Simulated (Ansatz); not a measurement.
`NB([SiH3])CF` + `NC(O)(F)F` → `OC(F)(F)N[SiH3]` + `NBCF`  (cleavage of the Si–B bond)

Computed with Ansatz on PBE0-D4/def2-TZVP structures; ΔE is electronic, products minus reactants. CCSD(T)/CBS is the MP2 limit (def2-TZVPP, def2-QZVPP) plus CCSD(T) − MP2 in def2-TZVPP, frozen cores. Functionals use def2-TZVPP. One conformer a species, not always the lowest.

CCSD(T)/CBS gives -63.4 kJ/mol.

(1) Another level gave -52.2 kJ/mol. Which?
A. PBE-D4/def2-TZVPP
B. PBE0-D4/def2-TZVPP
C. MP2/def2-TZVPP
D. r2SCAN-D4/def2-TZVPP

Largest T1 diagnostic among the species: 0.013.

Results:

(1) B. PBE0-D4 -52.2, MP2/def2-TZVPP -69.7, PBE-D4 -47.2, r2SCAN-D4 -59.1 kJ/mol.

From PBE to PBE0 (25 % exact exchange), in def2-TZVPP and without D4, ΔE moves by −5.1 kJ/mol. In def2-TZVPP, CCSD(T) changes the Hartree–Fock value by +16.4 kJ/mol (the triples alone add +2.3 kJ/mol) and MP2 by +8.6 kJ/mol.
